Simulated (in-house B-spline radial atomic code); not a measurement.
Configurations of Ce V (Ce4+), with energies counted from [Kr] 4d10 5s2 5p6. Computed with a radial B-spline atomic code at the basis-set limit: scalar-relativistic (X2C) r2SCAN0, spin-polarised, spherical fractional occupations, Fermi nucleus of rms radius 4.8771 fm. Caution: exact exchange at fractional occupations of open shells leaves self-interaction of up to several eV. Shells without spins written out take the highest spin.

Occupations are held fixed; configurations that lie above the ionisation limit could autoionise.

| configuration | E - E(ref) (eV) | highest orbital | its <r> (bohr) |
| --- | --- | --- | --- |
| [Kr] 4d10 4f1 5s2 5p5 | 18.563 | 4f up | 1.039 |
| [Kr] 4d10 5s2 5p5 6p1 | 39.464 | 6p up | 3.504 |
| [Kr] 4d(5 up, 4 down) 5s2 5p6 6p(0 up, 1 down) | 141.86 | 6p down | 3.463 |
| [Ar] 3d9 4s2 4p6 4d10 4f1 5s2 5p6 | 901.46 | 4f up | 0.9194 |
| [Ar] 3d9 4s2 4p6 4d10 5s2 5p6 6s1 | 924.46 | 6s up | 3.002 |
| [Ar] 3d(4 up, 5 down) 4s2 4p6 4d10 5s2 5p6 6s(1 up, 0 down) | 924.48 | 6s up | 3.004 |
| [Ar] 3d9 4s2 4p6 4d10 5s2 5p6 5f1 | 938.66 | 5f up | 3.472 |

Problem. Order these further configurations by energy, lowest first.
A. [Ar] 3d9 4s2 4p6 4d10 5s2 5p6 5d1
B. [Kr] 4d10 5s1 5p6 6p1
C. [Kr] 4d10 5s1 5p6 5d1
D. [Ar] 3d9 4s2 4p6 4d10 5s2 5p6 6f1
E. [Ar] 3d9 4s2 4p6 4d10 5s2 5p6 6p1

Solution. C (46.186 eV), B (58.822 eV), A (917.58 eV), E (930.8 eV), D (946.12 eV).

Problem. How far above the reference does [Kr] 4d10 5s2 5p(3 up, 2 down) 6f(0 up, 1 down) lie?

Solution. 54.634 eV; its least bound orbital is 6f down with <r> = 6.384 bohr.

Problem. How far above the reference does [Kr] 4d10 4f(0 up, 1 down) 5s(1 up, 0 down) 5p6 lie?

Solution. 37.5 eV; its least bound orbital is 4f down with <r> = 1.024 bohr.
